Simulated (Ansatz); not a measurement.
Diatomic Be₂, multiplicity 3 (not the ground state: that is measured with 2S+1 = 1).

Seven points along R, fitted to fifth degree in 1/R; most abundant isotopes. Runs in def2 and cc sets follow the lowest solution found near the PBE0 minimum.

The values were computed with Ansatz (Gaussian orbitals). 

Energies at PBE0/def2-TZVPP:

```
R (Å)      E (hartree)
--------  ------------
2.001616  -29.26065879
2.055423  -29.26254169
2.104925  -29.26346828
2.160884  -29.26373057
2.216843  -29.26329409
2.281412  -29.26207730
2.356741  -29.25988703
```

Q: With a reduced mass of 4.5061 u, find the minimum, the force constant and the constants.

A: A fifth-degree polynomial in 1/R puts the minimum at r_e = 2.1523 Å with force constant 99.9 N/m. Then ω_e = (1/2πc)√(k/μ) = 613 cm⁻¹ and B_e = h/(8π²cμr_e²) = 0.8076 cm⁻¹; the cubic and quartic terms give α_e = 0.0087 and ω_e x_e = 4.1 cm⁻¹.

Ansatz is an electronic-structure program.
